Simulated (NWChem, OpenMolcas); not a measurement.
# Predicting a hybrid from its neighbours: GaCNCl2

GaCNCl2 has 5 atoms, charge 0, and is taken as a singlet. As SMILES, `N#[C][Ga]([Cl])[Cl]`. The shape is that of a PBE0-D4/def2-TZVP optimisation.

The HOMO–LUMO gap y, in eV, basis cc-pVDZ; a is the functional's share of exact exchange. Programs: NWChem 7.3.0, OpenMolcas 26.06.

```
functional     program     a  y (eV)
      BLYP  OpenMolcas     0    4.93
    revPBE  OpenMolcas     0    5.07
     B3LYP      NWChem   0.2       ?
      PBE0      NWChem  0.25    7.24
     BHLYP  OpenMolcas   0.5    9.33
```

**Question.** Fit y = c + s·a to the known rows and predict B3LYP.

**Answer.** 
1. Means of the 4 rows: a = 0.1875, y = 6.643.
2. Σ(Δa)² = 0.17188, Σ(Δa·Δy) = 1.4931, so the slope is 1.4931/0.17188 = 8.6869.
3. Intercept: 6.643 − (8.6869) × 0.1875 = 5.014. The largest residual of the fit is 0.084.
4. B3LYP: 5.014 + (8.6869) × 0.2 = 6.75 eV.

The run gave 6.70 eV, so the prediction is off by +0.05 eV, within the largest residual. Exact exchange lowers occupied levels and raises empty ones. The rows mix families of semi-local functionals, which the line can't see.
